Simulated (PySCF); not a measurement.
# Removing the step error of a finite difference

System: H2AlBr, singlet, geometry from GFN2-xTB (such geometries of metal compounds can be far from the true shape). Level: PBE/6-31G, polarisability run with PySCF. Sums are taken with unrounded values, so a last digit can differ.

Second differences of the energy in a field along z gave a polarisability along z of 27.039 bohr³ at step 0.005 and 27.145 bohr³ at step 0.02 (atomic units).

Extrapolate to zero step.

The leading error of a symmetric difference goes as h², so A(h) = A0 + c h². Then c = (27.145 - (27.039))/(0.02² - 0.005²) = 284 (atomic units) and A0 = 27.039 - c × 0.005² = 27.032 bohr³. The analytic value from the same program and level is 27.032 bohr³: the smaller step missed it by 0.007, the extrapolation by 0.000.
